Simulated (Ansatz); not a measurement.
Calculated with Ansatz (gas phase, PBE0-D4/def2-TZVP geometries, no zero-point term in ΔE). CCSD(T)/CBS is the MP2 limit (def2-TZVPP, def2-QZVPP) plus CCSD(T) − MP2 in def2-TZVPP, frozen cores. This one scheme is used for every species. Functionals use def2-TZVPP. B3LYP here is the variant with VWN-RPA as its local correlation; programs differ in this. For Ge outer-core shells are correlated without core-valence functions, which leaves a few kJ/mol of doubt a bond. Scalar relativity is left out up to krypton. One conformer a species, not always the lowest.

`CC(C)[NH][AlH2]` + `[OH][Ge][Cl]` → `CC(C)[O][Ge][Cl]` + `[NH2][AlH2]`  (substitution at a C–N bond)

`CC(C)[NH][AlH2]`:

Z-matrix (Å, degrees):
```
C
C 1 1.523
H 1 1.095 2 110.4
H 1 1.092 2 110.7 3 -119.5
H 1 1.093 2 111.4 3 119.7
C 2 1.523 1 111.0 3 -62.6
N 2 1.453 1 111.4 3 62.2
H 2 1.097 1 108.0 3 179.2
H 6 1.092 2 110.7 1 -178.0
H 6 1.095 2 110.4 1 62.5
H 6 1.093 2 111.3 1 -57.1
Al 7 1.768 2 128.7 1 117.5
H 7 1.012 2 111.3 1 -62.4
H 12 1.585 7 117.4 2 0.0
H 12 1.584 7 117.8 2 -180.0
```

`[OH][Ge][Cl]`:

```xyz
4

O     0.759    0.188    0.851
Ge   -0.965    0.441    0.530
Cl   -1.045   -0.403   -1.513
H     1.250   -0.226    0.132
```

`CC(C)[O][Ge][Cl]`:

Cartesian coordinates in Å:
```
C 0.538 1.266 0.221
C 0.664 -0.239 0.095
C -0.370 -0.990 0.909
O 0.627 -0.642 -1.272
Ge -0.463 -0.622 -2.648
Cl -2.308 0.362 -1.878
H -0.452 1.602 -0.092
H 0.693 1.569 1.259
H 1.290 1.764 -0.395
H 1.661 -0.534 0.442
H -0.250 -2.067 0.777
H -1.381 -0.709 0.610
H -0.249 -0.761 1.971
```

`[NH2][AlH2]`:

```xyz
6

N    -0.387   -0.609    0.599
Al    0.341    0.538   -0.529
H    -0.178   -0.660    1.583
H    -1.070   -1.307    0.351
H     1.402    1.566    0.042
H    -0.109    0.472   -2.046
```

```csv
level,ΔE (kJ/mol),difference from CCSD(T)/CBS
PBE-D4,8.2,0.2
r2SCAN-D4,6.4,-1.6
PBE0-D4,9.5,1.5
B3LYP-D4,2.6,-5.4
ωB97X-V,7.3,-0.7
ωB97M-V,8.2,0.2
B2PLYP,7.7,-0.3
PBE,11.6,3.6
r2SCAN,7.4,-0.6
PBE0,12.9,4.9
B3LYP,8.2,0.2
HF/def2-TZVPP,8.2,0.2
MP2/def2-TZVPP,10.0,2.0
SCS-MP2/def2-TZVPP,9.6,1.6
CCSD/def2-TZVPP,9.7,1.7
CCSD(T)/def2-TZVPP,8.4,0.4
HF/def2-QZVPP,8.2,0.2
MP2/def2-QZVPP,9.8,1.8
SCS-MP2/def2-QZVPP,9.6,1.6
HF/CBS(def2),8.2,0.2
MP2/CBS(def2),9.6,1.6
CCSD/CBS(def2),9.3,1.3
CCSD(T)/CBS,8.0,0
```

Largest T1 diagnostic among the species: 0.014.

The D4 term adds −5.6 kJ/mol with B3LYP and −3.3 kJ/mol with PBE0; it sums over pairs of atoms, weighted by their polarisabilities, and B3LYP, whose exchange is more repulsive, gets the larger term.
